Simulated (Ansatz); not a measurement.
Start from `[NH2][Ge][OH]` and change one atom or group to get `[OH][Ge][F]`.

Ansatz, PBE0-D4/def2-TZVP geometries, multiplicity 1. Each molecule was computed in one conformer, which needn't be the lowest.

Scalar relativity is left out up to krypton.

```json
{"property": "size of the dipole moment (B3LYP/def2-TZVPP) / D", "`[NH2][Ge][OH]`": "2.56"}
{"property": "HOMO–LUMO gap (PBE0/def2-TZVPP) / eV", "`[NH2][Ge][OH]`": "6.28"}
{"property": "LUMO energy (ωB97M-V/def2-TZVPP) / eV", "`[NH2][Ge][OH]`": "0.91"}
{"property": "LUMO energy (PBE/def2-TZVPP) / eV", "`[NH2][Ge][OH]`": "-1.82"}
{"property": "LUMO energy (PBE0/def2-TZVPP) / eV", "`[NH2][Ge][OH]`": "-1.06"}
{"property": "LUMO energy (B3LYP/def2-TZVPP) / eV", "`[NH2][Ge][OH]`": "-1.28"}
```

**Question.** Give the same properties after the change, and the shifts. (An estimate is asked.)

**Answer.** Ansatz gave: 
```json
{"property": "size of the dipole moment (B3LYP/def2-TZVPP) / D", "`[OH][Ge][F]`": "0.71", "shift": "-1.85"}
{"property": "HOMO–LUMO gap (PBE0/def2-TZVPP) / eV", "`[OH][Ge][F]`": "6.32", "shift": "0.04"}
{"property": "LUMO energy (ωB97M-V/def2-TZVPP) / eV", "`[OH][Ge][F]`": "-0.03", "shift": "-0.94"}
{"property": "LUMO energy (PBE/def2-TZVPP) / eV", "`[OH][Ge][F]`": "-2.80", "shift": "-0.98"}
{"property": "LUMO energy (PBE0/def2-TZVPP) / eV", "`[OH][Ge][F]`": "-2.04", "shift": "-0.98"}
{"property": "LUMO energy (B3LYP/def2-TZVPP) / eV", "`[OH][Ge][F]`": "-2.29", "shift": "-1.01"}
```

The zero-point energy changes by -61.1 kJ/mol with -6 modes. Dipoles are sizes alone; their direction can turn.

B3LYP here is the variant with VWN-RPA as its local correlation; programs differ in this.
